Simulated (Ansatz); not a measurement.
C$_{2}$H$_{3}$IO$_{2}$, SMILES `O=COCI`, relaxed with RKS PBE0-D4/def2-TZVP in the Gaussian-basis code of Ansatz from a PBE-D4/def2-SVP geometry. The force threshold is 0.005 eV/Å; the program also tests the step.

Charge 0, multiplicity 1. I takes the def2 core potential.

Start:

```xyz
8

O    -1.647    0.819   -0.166
C    -1.312   -0.328   -0.314
O    -0.070   -0.835   -0.041
C     0.889    0.074    0.427
I     2.032    1.000   -1.210
H    -1.952   -1.164   -0.687
H     0.429    0.920    0.969
H     1.631   -0.485    1.021
```

```tsv
step	energy (eV)	largest force (eV/Å)	largest move (Å)
1	-14313.9355	1.208	0.000
2	-14313.9834	0.309	0.069
3	-14313.9867	0.314	0.022
4	-14313.9903	0.189	0.022
5	-14313.9912	0.106	0.007
6	-14313.9915	0.043	0.014
7	-14313.9916	0.012	0.002
8	-14313.9916	0.025	0.004
9	-14313.9916	0.012	0.010
10	-14313.9917	0.005	0.002
```

End:

```xyz
8

O    -1.606    0.815   -0.211
C    -1.288   -0.327   -0.318
O    -0.075   -0.833   -0.025
C     0.885    0.078    0.427
I     1.965    0.996   -1.191
H    -1.935   -1.143   -0.667
H     0.436    0.894    0.986
H     1.618   -0.479    0.999
```

It took 45 s on 4 threads of a server CPU on a shared host, with 0.52 GiB of host memory at the peak.
